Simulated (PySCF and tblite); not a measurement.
The numbers below are computed, except where a source is named.
System: C6H8NOP, numbered as in [OH:1][CH2:2][PH:3][c:4]1[cH:5][cH:6][n:7][cH:8][cH:9]1.

For the pyramidal inversion at P3: electronic barrier 30.06 kcal/mol, zero-point change -1.24 kcal/mol, thermal and entropy terms at 400 K a further 0.10 kcal/mol (symmetry numbers apart). The minimum is C1, the saddle C1. The path came from a restrained scan, a climbing-image band and a saddle search at GFN2-xTB; energies are PBE0/pcSseg-1 + D3(BJ)//GFN2-xTB, thermal terms GFN2-xTB. Rate constants are transition-state-theory values, counting equivalent paths, without tunnelling. Programs: tblite and PySCF.

(1) How many equivalent paths lead out of the minimum?

(2) Work out the rate at 400 K.

Answers

(1) 1: the symmetry number of the minimum is 1, that of the saddle displaced along its mode 1.

(2) ΔG‡ = 28.92 kcal/mol; k_B T/h = 8.3×10¹² s⁻¹; exp(−ΔG‡/RT) = 1.6×10⁻¹⁶; times 1 gives k = 0.0013 s⁻¹. Wigner's tunnelling factor for the 713i cm⁻¹ mode would be 1.27.
